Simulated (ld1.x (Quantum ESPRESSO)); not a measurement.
## Which change was made? (Pd, RRKJ)

ld1.x (Quantum ESPRESSO) 7.5 input, shortened:

```
&input
   title='Pd', zed=46., rel=2, dft='PZ', iswitch=3,
   config='[Kr] 4d8 5s0 5p0', rel_dist='average'
 /
 &inputp
   pseudotype=2, tm=.false., rho0=0.001, lloc=2,
   nlcc=.true.
 /
3
4S  1  0   2.00   0.00  1.10  1.10  0.0
4P  2  1   6.00   0.00  1.65  1.65  0.0
4D  3  2   8.00   0.00  1.20  1.20  0.0
 &test
   configts(1)='4s2 4p6 4d8 5s0 5p0'
 /
```

Open shells are filled in proportion to 2j + 1 (rel_dist='average').

Cutoffs, loose and tight: the cutoffs (Ry, on a coarse ladder) from which the occupation-weighted sum of valence levels, in a spherical-Bessel basis at the reference potential, stays within 10 and 1 mRy of its value at 400 Ry. They do not see the model core or the augmentation charge, which bear on the density cutoff. Test errors are all-electron minus pseudo excitation energies from the reference, over the configurations 4s2 4p6 4d10 5s0 5p0; 4s2 4p6 4d9 5s0 5p0; 4s2 4p6 4d7 5s0 5p0; 4s2 4p6 4d9 5s0 5p1; 4s2 4p6 4d8 5s1 5p0; 4s2 4p6 4d6 5s0 5p0; 4s2 4p6 4d9.5 5s0 5p0; variants that change the core or the reference have their own tests.

The base gives: outcome: generated, misses its reference levels by 0.32 eV; cutoff, loose: 140 Ry; cutoff, tight: 160 Ry; bound ghosts: none; largest test error (meV): +31.

Question: After one change the result is: outcome: generated, misses its reference levels by 0.32 eV; cutoff, loose: 140 Ry; cutoff, tight: 160 Ry; bound ghosts: none; largest test error (meV): -308. Which change was it?
A. wave 4p (bound): rc 1.65 bohr becomes 4p (bound): rc 2.04 bohr
B. wave 4p (bound): rc 1.65 bohr becomes 4p (bound): rc 2.28 bohr
C. wave 4p (bound): rc 1.65 bohr becomes 4p (bound): rc 2.52 bohr

Answer: C. The others give: wave 4p (bound): rc 1.65 bohr becomes 4p (bound): rc 2.28 bohr → outcome: generated, misses its reference levels by 0.32 eV; cutoff, loose: 140 Ry; cutoff, tight: 160 Ry; bound ghosts: none; largest test error (meV): -138 | wave 4p (bound): rc 1.65 bohr becomes 4p (bound): rc 2.04 bohr → outcome: generated, misses its reference levels by 0.32 eV; cutoff, loose: 140 Ry; cutoff, tight: 160 Ry; bound ghosts: none; largest test error (meV): -30.
